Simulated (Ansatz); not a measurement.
H$_{4}$SSiZn, 7 atoms. Total charge 0; spin multiplicity 1. For Zn the d shell is correlated and the shells below it are frozen. Scalar relativity is left out up to krypton. The bonds changed during the relaxation, so this is another structure than the one it started from. All runs use 2 threads of an Arm Neoverse N1 on a shared host. Correlated methods freeze the cores.

(1) How many basis functions does each run have, and how long does it take in Ansatz? RKS PBE0-D4/def2-SVP energy; RKS PBE0-D4/def2-QZVPP energy; direct RPA on PBE orbitals with 3s3p of Cu, Zn/def2-TZVPP energy; RHF-CCSD(T) with 3s3p of Cu, Zn/def2-TZVPP energy; RKS PBE0-D4/def2-TZVP frequencies; RKS ωB97M-V/def2-QZVPP energy; RKS HSE06 (plane-wave form)-D4/def2-TZVPP energy; RHF-CCSD(T) with 3s3p of Cu, Zn/def2-SVP energy; RKS PBE0-D4/def2-TZVPP energy; RKS BLYP-D4/def2-TZVPP energy; RKS PBE0-D4/def2-TZVP relaxation (12 steps); RKS ωB97M-V/def2-SVP energy. (Best estimate.)

## Answers

(1) Computed: Other jobs shared the machine, so times are rough.

```json
{"level": "RKS PBE0-D4/def2-SVP", "job": "energy", "functions": "87", "wall time": "2.8 s", "peak host memory (GiB)": "0.16"}
{"level": "RHF-CCSD(T) with 3s3p of Cu, Zn/def2-SVP", "job": "energy", "functions": "87", "wall time": "4.1 s", "peak host memory (GiB)": "0.22"}
{"level": "RKS BLYP-D4/def2-TZVPP", "job": "energy", "functions": "204", "wall time": "4.9 s", "peak host memory (GiB)": "0.25"}
{"level": "RKS PBE0-D4/def2-TZVPP", "job": "energy", "functions": "204", "wall time": "7 s", "peak host memory (GiB)": "0.51"}
{"level": "RKS HSE06 (plane-wave form)-D4/def2-TZVPP", "job": "energy", "functions": "204", "wall time": "7.5 s", "peak host memory (GiB)": "0.53"}
{"level": "direct RPA on PBE orbitals with 3s3p of Cu, Zn/def2-TZVPP", "job": "energy", "functions": "204", "wall time": "10 s", "peak host memory (GiB)": "0.35"}
{"level": "RKS ωB97M-V/def2-SVP", "job": "energy", "functions": "87", "wall time": "13 s", "peak host memory (GiB)": "0.26"}
{"level": "RKS PBE0-D4/def2-QZVPP", "job": "energy", "functions": "360", "wall time": "18 s", "peak host memory (GiB)": "1.2"}
{"level": "RKS ωB97M-V/def2-QZVPP", "job": "energy", "functions": "360", "wall time": "43 s", "peak host memory (GiB)": "1.2"}
{"level": "RKS PBE0-D4/def2-TZVP", "job": "relaxation (12 steps)", "functions": "146", "wall time": "84 s", "peak host memory (GiB)": "0.38"}
{"level": "RHF-CCSD(T) with 3s3p of Cu, Zn/def2-TZVPP", "job": "energy", "functions": "204", "wall time": "2.1 min", "peak host memory (GiB)": "2.3"}
{"level": "RKS PBE0-D4/def2-TZVP", "job": "frequencies", "functions": "146", "wall time": "3 min", "peak host memory (GiB)": "0.37"}
```
